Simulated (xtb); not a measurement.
Cl4Zr (SMILES [Cl][Zr]([Cl])([Cl])[Cl]), singlet, at a GFN2-xTB geometry (such geometries of metal compounds can be far from the true shape).

xtb was given this input:
```
$ xtb mol.xyz --gfn 1 --opt --json

# file mol.xyz
5

Zr    -0.00000000     0.00000000     0.00000000
Cl     1.79919529    -0.56519177    -1.22978742
Cl     0.64651622     0.46587134     2.10568355
Cl    -0.98544887     1.81277582    -0.90092002
Cl    -1.46026264    -1.71345538     0.02502389
```

Task: What does this run give for the HOMO-LUMO gap, total energy at the end of the optimisation?

Result: 
```
Quantity                                          Result
-------------------------------------------  -----------
HOMO-LUMO gap                                    3.30 eV
total energy at the end of the optimisation  -18.6721 Eh
```
